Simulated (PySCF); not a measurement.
**Fractional electron number in Er²⁺ (erbium, charge +2)**

The 4f beta orbital of [Xe] 4f12 is emptied in steps (occupation f), with all orbitals relaxed, ending at [Xe] 4f11. Computed with PySCF 2.14 in def2-TZVP with the def2 core potential (28 electrons) (10s8p5d4f1g, 96 functions), with a scalar-relativistic core potential. The exact energy is a straight line in f; departures are measured from the line between the end points of the same method.

```
   f  UHF (eV)
   1     0.000
0.75     1.234
 0.5     1.569
0.25     1.120
   0     0.000
```

Q: For UHF, how does the orbital energy at f = 1 compare with the removal energy?

A: −ε = 25.468 eV against a total-energy difference of 18.583 eV. By Janak's theorem ε = ∂E/∂f, so the gap between them reflects the curvature. Along the path −ε is 21.644 (f = 0.75), 18.279 (f = 0.5), 15.369 (f = 0.25) eV.

Reference removal energy between the ground levels: 22.7 ± 0.03 eV (semi-empirical (NIST evaluation); NIST Atomic Spectra Database, ionization energies). The calculation has no spin-orbit coupling. The determinant left behind need not be the lowest term of the ion. UHF lacks correlation.
